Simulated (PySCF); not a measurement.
SrF2, SMILES [F][Sr][F]. Atoms are numbered in the order given.

```xyz
3

Sr     0.0000     0.0000    -0.2918
F      0.0000    -1.9366     0.6161
F      0.0000     1.9366     0.6161
```
Charge 0, spin multiplicity 1.

Geometry optimised at B3LYP-D3(BJ)/def2-TZVP. The isomer is the one that the SMILES or the coordinates give; other isomers of the formula were not compared. The def2 effective core potentials stand for the cores of Sr; spin–orbit coupling is left out.

Computed with PBE/def2-TZVPD (PySCF).

Symmetry labels are those of the subgroup C2v that the program uses (full group C2v).

Computed valence orbital energies around the gap with their symmetry:
| orbital | symmetry | energy (eV) |
|---|---|---|
| HOMO−7 | A1 | -21.73 |
| HOMO−6 | B2 | -20.87 |
| HOMO−5 | A1 | -7.42 |
| HOMO−4 | B2 | -7.15 |
| HOMO−3 | A2 | -7.11 |
| HOMO−2 | B1 | -6.94 |
| HOMO−1 | A1 | -6.92 |
| HOMO | B2 | -6.64 |
| LUMO | A1 | -2.33 |
| LUMO+1 | B1 | -0.73 |
| LUMO+2 | A1 | -0.65 |
| LUMO+3 | B2 | -0.11 |
